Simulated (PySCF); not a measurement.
WS₂ClBr, SMILES [S]=[W](=[S])([Cl])[Br], multiplicity 1. The structure is a stationary point at PBE-D3(BJ)/def2-SVP. The multiplicity is an assumed one; no other spin state was optimised. The structure was generated by enumeration; whether it is a known compound was not checked. The def2 effective core potentials stand for the cores of W; spin–orbit coupling is left out.

Computed equilibrium geometry at PBE-D3(BJ)/def2-SVP (PySCF confirms it by a frequency run) as Cartesian coordinates in Å, and its point group:
point group Cs.
```xyz
5

W      0.0324    -0.2939     0.0000
S      1.1620    -0.8665    -1.7242
S      1.1620    -0.8665     1.7242
Cl    -1.9341    -1.4308     0.0000
Br    -0.1914     2.1085     0.0000
```
Charge 0, spin multiplicity 1.
